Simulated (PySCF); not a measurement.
From one molecule to another.

First species: C6H12P2.
InChI=1S/C6H12P2/c1-6-3-4-8(2,7)5-6/h3H,2,4-5,7H2,1H3/t8-/m0/s1

Second species: C₂H₉ClO₂Si₃.
SMILES: `O=C([SiH3])O[Si@H]([SiH3])CCl`

Levels: PBE0/pcSseg-1 for HOMO energy, LUMO energy and HOMO–LUMO gap. Geometries: GFN2-xTB. Each species is one conformer at its optimised geometry, gas phase, non-relativistic unless stated. Electronic properties by PySCF.

Dipoles, sizes and rotational constants follow the conformer. The torsions of the flexible species, by atom-mapped SMILES:
- `[O:1]=[C:2]([SiH3:3])[O:4][Si@H:5]([SiH3:6])[CH2:7][Cl:8]`: O1–C2–O4–Si5 -5°, C2–O4–Si5–Si6 -2°, O4–Si5–C7–Cl8 71°

The conformers of `C=[P@]1(P)CC=C(C)C1` aren't listed.

| property | column X | column Y |
| --- | --- | --- |
| HOMO energy | -5.32 eV | -7.89 eV |
| LUMO energy | -0.02 eV | -0.95 eV |
| HOMO–LUMO gap | 5.30 eV | 6.94 eV |

Question: Which column belongs to which species?

Answer: Column X is the first species and column Y the second. The first has 20 atoms and 78 electrons, the second 17 and 96.

Question: How does each property change from the first species to the second?

Answer: HOMO energy -2.57 eV; LUMO energy -0.93 eV; HOMO–LUMO gap +1.64 eV.

On the second:  GFN2-xTB frequencies show an imaginary mode (53i cm⁻¹), so this geometry is no minimum at that level.
